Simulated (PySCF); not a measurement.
# Two-component Hartree-Fock for Ta²⁺ (tantalum, charge +2)

Start: [Xe] 4f14 5d3; 5d5/2 filled at m_j = +1/2, +3/2, +5/2. Calculated with PySCF 2.14 in x2c-SVPall-2c with one added diffuse shell each of s, d type (8s9p10d2f, 99 functions): generalised Hartree-Fock with the X2C-1e Hamiltonian and a Gaussian nucleus; one run each with spin-orbit coupling (SO) switched off, then screened by Boettger's factors. This is a chosen level, not necessarily the ground level.

| spinor shell | electrons | ε, spin-free (eV) | ε, screened SO (eV) | weight of nominal j (screened SO) | rms radius, screened SO (bohr) |
| --- | --- | --- | --- | --- | --- |
| 1s1/2 | 2 | -67787.2 | -67767.6 | 1.000 | 0.0212 |
| 2s1/2 | 2 | -11799.4 | -11793.3 | 1.000 | 0.0853 |
| 2p1/2 | 2 | -10345.2 | -11251.8 | 1.000 | 0.0726 |
| 2p3/2 | 4 | -10345.2 | -9975.3 | 1.000 | 0.0799 |
| 3s1/2 | 2 | -2776.3 | -2774.4 | 1.000 | 0.218 |
| 3p1/2 | 2 | -2336.2 | -2533.8 | 1.000 | 0.210 |
| 3p3/2 | 4 | -2336.2 | -2254.2 | 1.000 | 0.225 |
| 3d3/2 | 4 | -1817.0 | -1852.2 | 1.000 | 0.199 |
| 3d5/2 | 6 | -1817.0 | -1791.9 | 1.000 | 0.203 |
| 4s1/2 | 2 | -610.16 | -609.65 | 1.000 | 0.488 |
| 4p1/2 | 2 | -463.14 | -509.05 | 1.000 | 0.497 |
| 4d3/2 | 4 | -271.18 | -278.32 | 1.000 | 0.557 |
| 4d5/2 | 6 | -271.18 | -266.10 | 1.000 | 0.569 |
| 5s1/2 | 2 | -102.62 | -102.62 | 1.000 | 1.19 |
| 5p1/2 | 2 | -63.947 | -70.335 | 0.969 | 1.37 |
| 5p3/2 | 4 | -63.947 | -61.295 | 0.983 | 1.40 |
| 4f5/2 | 6 | -56.112 | -57.063 | 0.990 | 0.704 |
| 4f7/2 | 8 | -56.112 | -55.130 | 0.993 | 0.706 |
| 5d5/2 | 3 | -24.115 | -23.984 | 0.624 | 2.16 |

Problem. Where does 4p3/2 lie, and what is the 4p spin-orbit splitting (screened SO)?

Solution. At -444.10 eV, 64.957 eV above 4p1/2.

```
   quantity     spin-free   screened SO
E (hartree)  -15591.49672  -15608.75077
        M_J           9/2           9/2
       ⟨J²⟩        24.756        24.760
       ⟨L²⟩        12.005        13.321
       ⟨S²⟩         3.752         3.416
```

Each row is a mean over spinors that exchange with the open shell spreads, by up to 5.582 eV (5p3/2).

Rows whose weight is well below 1 are mixtures of j = l ± 1/2: exchange outweighs spin-orbit coupling there, and the label is only the starting occupation.

Breit and QED terms are absent; they matter most for the inner s and p1/2 levels.

Densities and radii are taken from the X2C orbitals without a picture-change correction, which distorts them close to the nucleus.

Without spin-orbit coupling the j labels of p, d and f shells carry no meaning; the spin-free column gives the mean over the occupied spinors of each nl shell.
